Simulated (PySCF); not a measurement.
## Spin–spin coupling constants

Bonds (- single, = double, # triple, : aromatic): F1-C2 1.331 Å, C2:C3 1.396 Å, C3:C4 1.405 Å, C4-F5 1.327 Å, C4:C6 1.371 Å, C6:C7 1.355 Å, C7:C8 1.375 Å, C7-C9 1.487 Å, C8:C2 1.407 Å, C9-C6 1.494 Å. C3 carries H10; C8 carries H11; C9 carries H12, H13.

Indirect spin–spin couplings were computed at B3LYP/pcJ-1 (spin–dipole term only in couplings to heteroatoms) (PySCF 2.14.0 with density-fitted response routines) on a PBE0-D3(BJ)/def2-SVP structure, for the isolated molecule, without vibrational or relativistic corrections. Couplings are averaged over pairs made equivalent by symmetry, fast rotation or ring inversion, so a value needn't be that of the named pair in this geometry, while other rotamers aren't included; one pair stands for each set, and the list holds a selection of those of at least 0.8 Hz over up to four bonds, among pairs with at least one F or H atom (others weren't computed). One-bond C–F couplings come out tens of Hz too large with common functionals.

Isotopes: 13C, 19F, 1H.

```tsv
pair	bonds	J (Hz)
F1, C2	1	-322.0
C3, H10	1	?
C4, F5	1	-341.3
C8, H11	1	182.2
C9, H12	1	180.2
F1, C3	2	24.2
C2, H11	2	-1.3
C3, F5	2	?
F5, C6	2	?
C7, H11	2	2.6
C7, H12	2	-3.6
H12, H13	2	?
F1, C7	3	?
F1, H10	3	11.2
F1, H11	3	?
C3, H11	3	3.3
F5, C7	3	?
F5, H10	3	4.5
C6, H10	3	?
C6, H11	3	5.8
C8, H10	3	3.8
F1, F5	4	9.3
F1, C6	4	2.8
C4, H11	4	-2.6
C7, H10	4	0.9
C9, H10	4	2.0
```

Q: Estimate the withheld couplings, with signs.

A: 
- 1J(C3,H10) = 169.7 Hz (bond length 1.091 Å, sp2 carbon)
- 2J(C3,F5) = 25.5 Hz (angle at C4 119°)
- 2J(F5,C6) = 27.3 Hz (angle at C4 125°)
- 2J(H12,H13) = -4.1 Hz (angle at C9 113°)
- 3J(F1,C7) = 8.7 Hz (dihedral angle 180°)
- 3J(F1,H11) = 3.9 Hz (dihedral angle 0°)
- 3J(F5,C7) = 8.2 Hz (dihedral angle 179°)
- 3J(C6,H10) = 6.7 Hz (dihedral angle 179°)
